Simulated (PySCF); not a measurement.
Si(Cl)(OH)2(NH2) (ClH4NO2Si), SMILES N[Si](O)(O)Cl.

Geometry optimised at PBE0-D3(BJ)/def2-SVP. This is a generated structure with no PubChem entry under its InChIKey; it may be hypothetical. The values are those of a single conformer.

Two levels are set side by side: TDA-PBE/def2-SVPD (PySCF) and TDA-B3LYP/def2-SVPD (PySCF). Vertical, same geometry. The lowest singlet is HOMO→LUMO 99 % with PBE and HOMO→LUMO 98 % with the other functional; states are paired by order. Differences are taken from unrounded values.

```json
[
 {"quantity": "lowest singlet excitation (eV)", "TDA-B3LYP": "6.52"},
 {"quantity": "lowest triplet excitation (TDA) (eV)", "TDA-B3LYP": "6.26"},
 {"quantity": "first bright state (f over 0.05) (eV)", "TDA-B3LYP": "8.22"},
 {"quantity": "its oscillator strength", "TDA-B3LYP": "0.11"}
]
```

Task: What does TDA-PBE give, and how far is it from TDA-B3LYP? (The exact figures need the calculation; the answer reports its results.)

Result: 
```tsv
quantity	TDA-PBE	TDA-PBE minus TDA-B3LYP
lowest singlet excitation (eV)	5.85	-0.67
lowest triplet excitation (TDA) (eV)	5.68	-0.59
first bright state (f over 0.05) (eV)	7.48	-0.74
its oscillator strength	0.09	-0.03
```

Functionals without exact exchange tend to place singlet excitations lower, as here. Differences between two approximate levels are no errors against the true value.

Rough cost on one machine, each run with all the roots and properties that it gave: TDA-B3LYP against TDA-PBE about 2 times.
